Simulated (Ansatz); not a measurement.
System: sum formula SiBr₂F (charge 0, doublet). It need not be the lowest isomer of its formula. 
Geometry from a B3LYP-D3(BJ)/def2-TZVP (Ansatz, a program for electronic structure) optimisation:
```xyz
4

F     -0.0303     2.1031    -0.1605
Si    -0.0080     0.6736     0.5524
Br    -1.8389    -0.4313    -0.0847
Br     1.8499    -0.3789    -0.0950
```
Charge 0, spin multiplicity 2.

Total electronic energies in hartree. Valence correlation only, unless marked. Open shells are spin-unrestricted. Spin-orbit coupling is left out. Frozen are the shells of the preceding noble gas and the d and f shells that filled before the atom's block. Non-relativistic. Basis-set limits of correlation are two-point, X^-3; Hartree-Fock from the larger set. The bracket is a focal-point correction in the basis named.

```tsv
level	program	energy (Eh)
revPBE/def2-TZVPD	Ansatz	-5537.28270
B3LYP-D3(BJ)/def2-TZVPD	Ansatz + dftd3	-5537.90197
PBE0/6-31G*	Ansatz	-5536.32532
PBE0/def2-SVP	Ansatz	-5536.14825
PBE0-D3(BJ)/def2-TZVP	Ansatz + dftd3	-5537.01371
PBE0-D4/def2-TZVP	Ansatz + dftd4	-5537.01388
PBE0/def2-TZVP	Ansatz	-5537.00921
r2SCANh/def2-TZVPD	Ansatz	-5537.72129
HSE06-D4/def2-TZVPD	Ansatz + dftd4	-5537.01433
LC-wPBE-D4/def2-TZVPD	Ansatz + dftd4	-5536.96403
B2GP-PLYP/def2-TZVPD	Ansatz	-5536.46595
B2PLYP/def2-TZVPD	Ansatz	-5536.81492
MP2/def2-TZVPP	Ansatz	-5534.04867
RI-MP2/CBS(def2-TZVPP,def2-QZVPP)	Ansatz	-5534.2798
SCS-MP2/def2-TZVPP	Ansatz	-5534.03195
CCSD/STO-3G	Ansatz	-5473.11956
CCSD/CBS(def2-TZVPP,def2-QZVPP)	Ansatz	-5534.3028
CCSD(T)/6-31G*	Ansatz	-5533.19201
CCSD(T)/def2-SVP	Ansatz	-5533.04781
CCSD(T)/def2-QZVPP	Ansatz	-5534.28808
RI-MP2/CBS(def2-TZVPP,def2-QZVPP)+[CCSD(T)-MP2]/def2-TZVPP	Ansatz	-5534.3372
RI-MP2/CBS(def2-TZVPP,def2-QZVPP)+[CCSD(T)-MP2]/def2-QZVPP	Ansatz	-5534.3379
CCSD(T)/CBS(def2-TZVPP,def2-QZVPP)	Ansatz	-5534.3386
```

Totals of different functionals don't rank their quality; only differences between species are comparable.
